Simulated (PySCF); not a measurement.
# Basis and Hamiltonian dependence of the excitation energy of As

As [Ar] 3d10 4s2 4p3 (4S) → As [Ar] 3d10 4s1 4p4 (4P). All values are computed (PySCF 2.14, energy differences of UHF-based or UKS calculations, no spin-orbit coupling). Values in eV.

| basis | Hamiltonian | functions | UHF | PBE | PBE0 | MP2 (valence) | CCSD(T) (valence) | CCSD(T) (valence and next inner shell) |
| --- | --- | --- | --- | --- | --- | --- | --- | --- |
| aug-cc-pVDZ-PP with ECP10MDF | ECP | 32 | 8.634 | 9.150 | 9.082 | 8.649 | 7.996 | n/a |
| aug-cc-pVDZ-DK | spin-free X2C | 36 | 8.658 | 9.153 | 9.092 | 8.669 | 8.044 | n/a |
| aug-cc-pwCVDZ-PP with ECP10MDF | ECP | 48 | 8.626 | 9.130 | 9.066 | 8.676 | 8.004 | 8.204 |
| x2c-TZVPPall | spin-free X2C | 48 | 8.675 | 9.137 | 9.081 | 8.735 | 8.238 | 8.352 |
| def2-TZVPPD | non-relativistic | 54 | 8.221 | 8.606 | 8.566 | 8.287 | 7.651 | 7.776 |
| x2c-TZVPPall with one added diffuse shell each of s, p, d type | spin-free X2C | 57 | 8.639 | 9.133 | 9.074 | 8.728 | 7.948 | 8.036 |
| aug-cc-pVTZ-DK | spin-free X2C | 59 | 8.575 | 9.092 | 9.030 | 8.670 | 7.941 | n/a |
| aug-cc-pVQZ-PP with ECP10MDF | ECP | 89 | 8.564 | 9.097 | 9.028 | 8.668 | 7.880 | n/a |
| dyall-av2z | non-relativistic | 92 | 8.215 | 8.668 | 8.615 | 8.261 | n/a | n/a |
| aug-cc-pVQZ-DK | spin-free X2C | 93 | 8.572 | 9.096 | 9.031 | 8.672 | 7.899 | n/a |
| def2-QZVPPD | non-relativistic | 95 | 8.148 | 8.606 | 8.557 | 8.264 | 7.613 | n/a |
| aug-cc-pwCVTZ-PP with ECP10MDF | ECP | 96 | 8.563 | 9.101 | 9.031 | 8.681 | 7.927 | n/a |
| x2c-QZVPPall | spin-free X2C | 97 | 8.586 | 9.099 | 9.035 | 8.693 | 8.209 | n/a |
| dyall-av3z | spin-free X2C | 144 | 8.574 | 9.099 | 9.034 | 8.678 | n/a | n/a |

Frozen in the all-electron rows: valence: [Ar] 3d10; valence and next inner shell: [Ne]; with a core potential, the same shells as far as they lie outside it.

Non-relativistic rows lack the scalar-relativistic shift.
